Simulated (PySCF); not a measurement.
One molecule, one basis, several functionals.

Compound: C4H5BS.
SMILES: `Bc1ccsc1`

PySCF, pcSseg-2 basis, density fitting, gas phase, PBE0-D3(BJ)/def2-SVP geometry. One functional is left out:

```
functional  exact exchange (%)  HOMO energy (eV)  LUMO energy (eV)  dipole moment (D)
     B97-D                   0             -6.19             -2.62              1.525
      BLYP                   0             -6.11             -2.61              1.618
      BP86                   0             -6.38             -2.85              1.596
       LDA                   0             -6.52             -3.03              1.661
      OPBE                   0             -6.28             -2.68              1.494
       PBE                   0             -6.31             -2.79              1.608
     B97-2                  21             -7.01             -1.90              1.343
      PBE0                  25             -7.27             -1.91              1.362
  mPW1PW91                  25             -7.28             -1.90              1.353
 BHandHLYP                  50             -8.04             -0.90              1.160
```

Q: Predict the row of B3LYP (20 % exact exchange) by straight lines through the other rows, and check it.

A: 
```tsv
property	line	computed	computed − line	B97-2 (21 %), for comparison
HOMO energy (eV)	-7.02	-7.05	-0.03	-7.01
LUMO energy (eV)	-2.03	-2.08	-0.05	-1.90
dipole moment (D)	1.402	1.418	+0.016	1.343
```

Q: Which of these properties follows the share of exact exchange most closely, and which least?

A: Most closely the HOMO energy, least the dipole moment; the correlations over the tabulated rows are HOMO energy -0.983, LUMO energy 0.981, dipole moment -0.951. The HOMO energy moves by -0.358 eV for every 10 %. Functionals with the same share still differ in their other parts: at 0 % BLYP and LDA differ by 0.41 eV in it.
